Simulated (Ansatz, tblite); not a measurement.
Removing and adding an electron: Ge₅PH₁₂⁺, a doped cluster cut from the lattice of germanium (P on a surface site). Total charge 1; singlet. Geometry: PBE0-D4/def2-SVP. Ansatz, gas phase; energy differences of separate SCF runs; the oxidised species was run as a doublet alone; the reduced species was run as a doublet alone.

```xyz
18

Ge    0.4486    0.4218    2.2428
Ge    0.2971    1.8359   -1.4314
Ge   -1.7386   -1.4292   -0.5864
P    -0.3392   -1.6122    1.3171
Ge   -0.3705   -0.3398   -2.2830
Ge    1.7596    1.4645    0.4733
H     1.1797   -0.0584    3.5037
H    -0.8858    1.1005    2.5839
H     1.0444    2.6172   -2.5203
H    -0.9536    2.5958   -0.9624
H    -2.1621   -2.8860   -0.8178
H    -2.8845   -0.5906   -0.0021
H     0.7758   -2.4168    0.9815
H    -0.9723   -2.3915    2.3164
H     0.8362   -1.2668   -2.5025
H    -1.2459   -0.2700   -3.5418
H     2.8857    0.4696    0.1486
H     2.3253    2.7557    1.0804
```

The xTB rows come from tblite. HOMO above LUMO, or a gap near zero within one spin, warns that the state may not be the lowest or that an electron is smeared out.

Estimate orbital energies and vertical ionisation energies and electron affinities at: GFN1-xTB; GFN2-xTB; PBE-D4/def2-SVP; PBE0-D4/def2-SVP.


```csv
level,−HOMO (eV),vertical IE (eV),−LUMO (eV),vertical EA (eV),HOMO–LUMO gap (eV),IE − EA (eV),remarks
GFN1-xTB,15.16,16.95,11.77,9.67,3.39,7.27,–
GFN2-xTB,14.36,16.49,10.02,7.88,4.34,8.61,–
PBE-D4/def2-SVP,10.54,12.90,5.68,3.68,4.86,9.21,gap within one spin near zero (+2 doublet)
PBE0-D4/def2-SVP,11.56,13.16,4.89,3.55,6.67,9.61,–
```

   Raw xTB energy differences between charge states are shifted by several eV; the methods need an empirical correction for them.
